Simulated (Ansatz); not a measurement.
Relaxation of C2H10B2OSi (16 atoms, charge 0, multiplicity 1), to a largest force component of 0.015 eV/Å in at most 40 steps.

Method: RKS PBE0-D4/STO-3G in Ansatz.

```xyz
16
Properties=species:S:1:pos:R:3
C 1.265 -0.900 -1.710
Si 1.204 -0.646 0.133
B -0.497 0.179 0.681
C -1.385 -0.598 1.651
B -0.847 1.707 0.176
O 0.063 2.485 -0.663
H 2.185 -1.352 -2.026
H 1.188 0.155 -2.217
H 0.355 -1.461 -1.984
H 2.335 0.215 0.560
H 1.336 -1.962 0.790
H -1.030 -1.603 1.916
H -1.647 -0.009 2.578
H -2.465 -0.721 1.167
H -1.861 2.195 0.558
H -0.222 2.293 -1.567
```

Q: Where does it end, and by what steps?

A: The run converged. The force dipped under the threshold on the way, but the program's further checks kept it going. Limits of this set-up: minimal basis. After 27 steps the energy has fallen by 2.251 eV; H15 moved furthest, 1.89 Å.

```csv
step,energy less start (eV),largest force component (eV/Å),accepted
0,0.0000,3.990,yes
1,-0.6464,1.281,yes
2,-0.8998,2.117,yes
3,-1.1890,3.242,yes
4,-1.6591,2.185,yes
5,-1.9026,1.386,yes
6,-1.9820,0.512,yes
7,-2.0079,0.463,yes
8,-2.0161,0.257,yes
9,-2.0241,0.145,yes
10,-2.0282,0.077,yes
11,-2.0272,0.774,no
12,-2.0368,0.073,yes
13,-2.0463,0.230,yes
14,-2.0600,0.540,yes
15,-2.0838,0.709,yes
16,-2.1338,0.367,yes
17,-2.1570,0.382,yes
18,-2.2052,0.248,yes
19,-2.2319,0.249,yes
20,-2.2479,0.112,yes
21,-2.2492,0.062,yes
22,-2.2498,0.015,yes
23,-2.2500,0.015,yes
24,-2.2500,0.047,yes
25,-2.2502,0.032,yes
26,-2.2505,0.008,yes
27,-2.2506,0.011,yes
```

```xyz
16
Properties=species:S:1:pos:R:3
C 1.424 -0.803 -1.797
Si 1.017 -1.020 0.019
B -0.454 0.127 0.662
C -1.205 -0.284 1.986
B -0.953 1.412 -0.253
O -0.401 2.646 -0.120
H 2.256 -1.447 -2.099
H 1.709 0.230 -2.018
H 0.568 -1.051 -2.430
H 2.201 -0.694 0.788
H 0.741 -2.420 0.263
H -0.622 -0.914 2.669
H -1.608 0.565 2.551
H -2.074 -0.887 1.671
H -1.794 1.233 -1.065
H -0.826 3.285 -0.782
```

Time of the run: 100 s on 1 thread of AMD EPYC 7R43 64-Core Processor (Zen 3), on a shared host, peak memory 0.17 GiB.
